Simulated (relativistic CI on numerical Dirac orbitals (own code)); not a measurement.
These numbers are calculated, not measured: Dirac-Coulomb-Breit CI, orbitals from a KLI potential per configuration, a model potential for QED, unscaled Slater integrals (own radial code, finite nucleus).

The strongest absorption lines from the ground level of an ion, among the configurations computed and to levels below about 441 eV (vacuum wavelength in nm, gf): 5.8806 (0.32), 6.1936 (5.4), 6.2314 (3.1), 6.2567 (2), 6.3875 (0.12), 8.0838 (1.7), 8.2157 (0.97), 8.3168 (0.57).

Which ion is it?
A. Ho XXXIII
B. Pm XXVII
C. Ho XXXV
D. Yb XXXVI

A. Ho XXXIII has 35 electrons and the ground level 4s²4p⁵ ²P°3/2; the strongest line goes to 4s²4p⁴4d ²D5/2. The pattern of lines fixes the number of electrons, and along that sequence the line energies rise steadily with the charge (about as its square where n changes within one kind of shell, about linearly where n is kept but much faster in heavy ions where fine structure, which grows about as Z⁴, sets the gap, and irregularly where shells cross), which fixes Z. Configurations outside the model, such as inner-shell arrays, can give stronger lines. At this charge energies of transitions that change n are usually good to better than 1 %, and those within a shell (Δn = 0) to a few per cent.

LS names give the leading component of a level, which can be under half, so a name can repeat, a term be missing and a line seem to break the LS rules.
